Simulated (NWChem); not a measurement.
# SnH$_{2}$Br$_{2}$; SMILES [Br][SnH2][Br]

```xyz
5

Sn     0.0000     0.0000    -0.8240
Br    -2.0132     0.0000     0.6374
Br     2.0132     0.0000     0.6374
H      0.0000     1.4569    -1.7096
H      0.0000    -1.4569    -1.7096
```
Atoms are numbered in this order, from 1.

All runs use the structure optimised with PBE0/def2-SVP. Not confirmed as a minimum by frequencies. def2 effective core potentials on Sn; no spin-orbit coupling.

Symmetry labels are those of C2v in the frame above (b1 and b2, or b-type labels, depend on it).

### Question
List the 4 lowest vertical singlet excitations from PBE/def2-SVPD with def2 effective core potentials on Sn, TDA (NWChem).

### Answer
```
state  energy (eV)  oscillator strength  symmetry  leading excitation (squared amplitude)
-----  -----------  -------------------  --------  --------------------------------------
S1            4.58                0.017        b2                      HOMO → LUMO (0.97)
S2            4.63                0.000        a2                    HOMO−2 → LUMO (0.99)
S3            4.66                0.037        b1                    HOMO−1 → LUMO (0.96)
S4            4.80                0.011        a1                    HOMO−3 → LUMO (0.98)
```
